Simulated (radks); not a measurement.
Values are calculated unless marked as measured or tabulated.
Task: Hf III, 70 electrons, occupied as [Xe] 4f14 5d2. Level of theory: Dirac Kohn-Sham, PBE, spin-unpolarised, spherical densities, finite nucleus; open shells fill j = l - 1/2 first; Fermi nuclear charge, rms radius 5.347 fm (a radial shooting solver on a logarithmic mesh with Libxc functionals).

Spin-orbit splittings of the eigenvalues, e(l+1/2) - e(l-1/2), with zeta = 2 splitting/(2l+1) and mean radii in bohr:

| shell | occ. | splitting (eV) | zeta (eV) | <r> j=l-1/2 | <r> j=l+1/2 |
|---|---|---|---|---|---|
| 2p | 6 | 1192 | 794.5 | 0.06612 | 0.07385 |
| 3p | 6 | 255.4 | 170.3 | 0.1981 | 0.2124 |
| 3d | 10 | 55.71 | 22.28 | 0.1863 | 0.1908 |
| 4p | 6 | 58.44 | 38.96 | 0.4746 | 0.5074 |
| 4d | 10 | ? | ? | 0.5285 | 0.5400 |
| 4f | 14 | 1.745 | 0.4984 | 0.6702 | 0.6829 |
| 5p | 6 | 7.771 | 5.181 | 1.265 | 1.373 |
| 5d | 2 | 0.5722 | 0.2289 | 2.089 | 2.151 |

Estimate the 4d splitting.

Result: 10.70 eV (zeta = 4.281 eV).
